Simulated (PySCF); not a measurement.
Isomers of C4H7NSi. Computed with PySCF 2.14.0, density-fitted response routines, TDDFT PBE0/def2-SVPD, vertical, gas phase, core orbitals frozen in the response. Geometries: GFN2-xTB; one conformer of each isolated species. Triplets are in the Tamm–Dancoff approximation.

Task: Rank by computed S1–T1 gap, lowest first.
A. `C[Si@@H]1C[C@@H]1C#N`
B. `C(/C=N/[SiH3])C#C`
C. `C#C/C=N/C[SiH3]`
D. `C=C([SiH3])CC#N`
E. `C/N=C/C#C[SiH3]`

Result: B (0.60 eV), E (0.78 eV), C (0.99 eV), A (1.30 eV), D (2.42 eV).

```tsv
SMILES	S1−T1 (eV)	S1 (eV)	T1 (eV)	S1 mainly	T1 mainly	f(S1)
C#CC/C=N/[SiH3]	0.60	4.27	3.67	H→L (99%)	H→L (98%)	0.000
C/N=C/C#C[SiH3]	0.78	4.27	3.49	H→L (98%)	H-1→L (92%)	0.001
C#C/C=N/C[SiH3]	0.99	4.43	3.44	H-1→L (86%)	H→L (94%)	0.004
C[Si@@H]1C[C@@H]1C#N	1.30	6.23	4.93	H→L (62%)	H→L (93%)	0.131
C=C([SiH3])CC#N	2.42	6.70	4.27	H-1→L (89%)	H→L (92%)	0.007
```

H and L stand for HOMO and LUMO. For `C/N=C/C#C[SiH3]`, `C#C/C=N/C[SiH3]` and `C=C([SiH3])CC#N` the leading configurations of S1 and T1 differ. Singlets come from full response and triplets from the Tamm–Dancoff approximation.
